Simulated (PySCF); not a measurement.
**Electronic absorption of C3H10N2Si**

Species: C3H10N2Si.
Structure used (GFN2-xTB), in Å, numbered top down from 1:
```
atom  x, y, z in Å
N1    -1.1483    1.6090   -0.5102
N2    -0.5985    0.3013   -0.5902
Si3   -1.7406   -0.9652   -0.3231
C4     0.8059    0.2490   -0.3822
C5     1.4730   -0.9350    0.2369
C6     1.3807    0.3467    1.0094
H7    -0.7476    2.1806   -1.2537
H8    -0.9021    2.0419    0.3811
H9    -1.9650   -1.3027    1.0961
H10   -1.2006   -2.1467   -0.9989
H11   -2.9692   -0.4571   -0.9131
H12    1.3584    0.7702   -1.1658
H13    2.4330   -1.2346   -0.1563
H14    0.8553   -1.7570    0.5589
H15    0.6830    0.3773    1.8335
H16    2.2749    0.9311    1.1662
```

Method used: TDDFT PBE0/def2-SVPD, vertical, gas phase, core orbitals frozen in the response in PySCF.

```
state  λ (nm)  E (eV)       f  main configurations (H = HOMO, L = LUMO)
   S1   213.2    5.82  0.0054                                 H→L (91%)
   S2   201.5    6.15   0.017                   H→L+1 (86%), H→L+2 (8%)
   S3   194.3    6.38  0.0082                               H→L+2 (82%)
   S4   188.6    6.57   0.013                  H→L+3 (81%), H→L+4 (11%)
   S5   186.2    6.66   0.028                 H-1→L (86%), H-1→L+2 (8%)
   S6   184.2    6.73   0.012                               H→L+4 (84%)
   S7   173.2    7.16  0.0051                 H-1→L+1 (80%), H→L+5 (9%)
   S8   172.6    7.18   0.012                  H→L+6 (50%), H→L+5 (42%)
```

Triplets (Tamm–Dancoff): T1 5.66 eV, H→L (77%), H→L+1 (16%); T2 5.89 eV, H→L+1 (78%), H→L (15%); T3 6.25 eV, H→L+2 (81%).

The lowest singlet comes at 213 nm (561 kJ/mol) in the ultraviolet; it is weak; its leading configuration is HOMO→LUMO (91%). The most intense listed level is S5 at 6.66 eV (186 nm, f = 0.028), 0.84 eV above S1. Löwdin shares by element: HOMO nitrogen 48% or more, carbon 20% or more, silicon 8% (atoms not listed hold the other 24%); LUMO silicon 20%, hydrogen 18% or more, carbon 9% or more (atoms not listed hold the other 52%). The oscillator strengths of these states sum to 0.101; summed over the whole spectrum of an exact calculation they would give the number of electrons, 56 (Thomas–Reiche–Kuhn). Of the 8 states listed, 5 reach f = 0.01 and none stays under 0.0005. Weighted by f, the mean energy of these states is 6.59 eV. No computed singlet lies in the visible range (380 to 750 nm); the lowest, at 213 nm, stands 2.55 eV above its violet end (3.26 eV). Only the lowest 8 singlets were computed, as vertical energies without vibronic structure.

Hardware: one thread, Arm Neoverse V1 (aarch64), shared host. Cost: 33 s of wall time (with the writing of density and orbital grids), 0.83 GiB resident at most.

One conformer stands for the species.
